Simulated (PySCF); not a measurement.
# Ionisation energy of Ar(2+) by level of theory

Ar(2+) [Ne] 3s2 3p4 (3P) → Ar(3+) [Ne] 3s2 3p3 (4S), as a difference of total energies. Computed with PySCF 2.14 in aug-cc-pV(Q+d)Z, with the non-relativistic Hamiltonian (point nucleus). Correlated levels: valence: [Ne] frozen. The calculations carry no spin-orbit coupling.

Question: Order these methods by the ionisation energy they give, lowest first.
A. CCSD(T) (valence)
B. MP2 (valence)
C. SCS-MP2 (valence)
D. UHF

Answer: D (39.401 eV), B (40.340 eV), C (40.454 eV), A (40.495 eV).

A first-order spin-orbit estimate (lowest level to lowest level, LS coupling) adds 0.062 eV.

Errors of the correlated levels include the incompleteness of this basis and the frozen core.

For comparison: 40.735 ± 0.012 eV (semi-empirical (NIST evaluation); NIST Atomic Spectra Database, ionization energies).
